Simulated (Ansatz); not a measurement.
Z-matrix (Å, degrees):
```
Si
O 1 1.619
F 1 1.590 2 111.2
O 1 1.628 2 106.4 3 -118.8
Se 1 2.258 2 109.1 3 116.9
H 2 0.960 1 116.9 3 101.1
H 4 0.958 1 118.4 2 -169.1
H 5 1.468 1 91.3 2 -135.5
```

Total charge 0; spin multiplicity 1.

Problem. List the r2SCAN/def2-TZVPP orbital energies in eV (Ansatz 0.2.0). (An estimate is asked.)

Solution. Ansatz gave: Occupied: -12334.24, -1793.22, -1574.91, -1412.15, -1412.12, -1412.08, -666.27, -516.36, -516.28, -211.03, -154.50, -154.39, -154.22, -143.37, -98.26, -98.25, -98.23, -54.87, -54.84, -54.71, -54.63, -54.61, -31.46, -27.28, -26.71, -18.51, -15.07, -13.97, -12.82, -11.35, -11.10, -10.61, -9.82, -9.63, -9.03, -8.50, -8.20, -6.47. Lowest empty: -0.60, -0.02, 0.89, 1.36, 1.70, 2.58, 3.30, 4.36.
